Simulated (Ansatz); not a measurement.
The same ligand exchange along the group B, Al, Ga, In.

Isolated molecules relaxed with PBE0-D4/def2-TZVP in Ansatz; ΔE leaves out vibrations. CCSD(T)/CBS adds triple-zeta CCSD(T) − MP2 to the extrapolated MP2 energy (def2 sets, frozen cores). This one scheme is used for every species. DFT in def2-TZVPP. def2 core potentials past Kr. For Ga, I, In outer-core shells are correlated without core-valence functions, which leaves a few kJ/mol of doubt a bond. Scalar relativity is left out up to krypton.

```
                                                reaction  CCSD(T)/CBS(def2) (kcal/mol)
                `[SiH3]B(Cl)Cl` + HI → `ClB(Cl)I` + SiH₄                         -16.5
`[SiH3][Al]([Cl])[Cl]` + HI → `[Cl][Al]([Cl])[I]` + SiH₄                         -32.8
`[SiH3][Ga]([Cl])[Cl]` + HI → `[Cl][Ga]([Cl])[I]` + SiH₄                             ?
`[SiH3][In]([Cl])[Cl]` + HI → `[Cl][In]([Cl])[I]` + SiH₄                         -22.5
```

Fill in the missing values. (An estimate is asked.)

The calculation gave: `[SiH3][Ga]([Cl])[Cl]` + HI → `[Cl][Ga]([Cl])[I]` + SiH₄: -22.4 kcal/mol.

Largest T1 diagnostic: 0.013, for `[SiH3]B(Cl)Cl`.
